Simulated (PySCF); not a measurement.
Correlation energy of Ce³⁺ (cerium, charge +3)

Starting occupation: [Xe] 4f1, 4f5/2 with m_j = +5/2. Computed with PySCF 2.14 in x2c-QZVPPall-2c, with X2C-1e with screened-nucleus spin-orbit coupling, Gaussian nucleus. Frozen: [Ar] 3d10; 27 electrons correlated; the 40 highest virtual spinors left out.

MP2 pair energies summed by pair of shells (mhartree):

| pair | energy | share (%) |
| --- | --- | --- |
| 4d-4d | -343.22 | 30.4 |
| 4d-5p | -175.57 | 15.5 |
| 5p-5p | -138.27 | 12.2 |
| 4d-4p | -137.26 | 12.1 |
| 4d-4f | -57.02 | 5.0 |
| 4d-5s | -45.15 | 4.0 |
| 5p-5s | -44.14 | 3.9 |
| 4p-4p | -39.24 | 3.5 |
| 4d-4s | -30.93 | 2.7 |
| 4f-5p | -30.15 | 2.7 |
| 4p-5p | -22.52 | 2.0 |
| 4p-4s | -18.47 | 1.6 |
| 4p-5s | -11.51 | 1.0 |
| 4f-4p | -11.06 | 1.0 |
| 5s-5s | -7.64 | 0.7 |
| 4f-5s | -6.79 | 0.6 |
| 4s-5p | -4.09 | 0.4 |
| 4s-4s | -3.53 | 0.3 |
| 4f-4s | -2.33 | 0.2 |
| 4s-5s | -1.67 | 0.1 |

Total MP2 correlation energy: -1130.6 mhartree.

The GHF reference relaxed away from the jj start to a determinant that is no pure jj level (⟨S²⟩ = 0.79, ⟨J²⟩ = 8.85); the energies belong to that determinant.

This basis was not built for core-valence correlation, so the inner-shell part is incomplete.
